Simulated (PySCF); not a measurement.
Harmonic spectrum computed at PBE0 in the def2-SVP basis family (core potentials from Rb on, PySCF, no spin–orbit coupling):

| symmetry | ω (cm⁻¹) | IR (km/mol) |
| --- | --- | --- |
| b2 | 89 | 13.5 |
| a1 | 118 | 4.0 |
| a2 | 191 | 0.0 |
| a1 | 210 | 27.1 |
| b1 | 225 | 18.0 |
| a1 | 557 | 1.0 |
| b1 | 578 | 69.4 |
| a1 | 677 | 51.7 |
| b2 | 682 | 73.7 |

Problem. Which molecule gave it? In each, all ligands are bound to the one heavy central atom.
A. BiF₄ (doublet)
B. TeF₄ (singlet)
C. SbF₄ (doublet)
D. GeF₄ (singlet)
E. BrF₄ (doublet)

Solution. C. It has C2v symmetry with Sb–F 1.900 Å (×2), Sb–F 1.957 Å (×2).
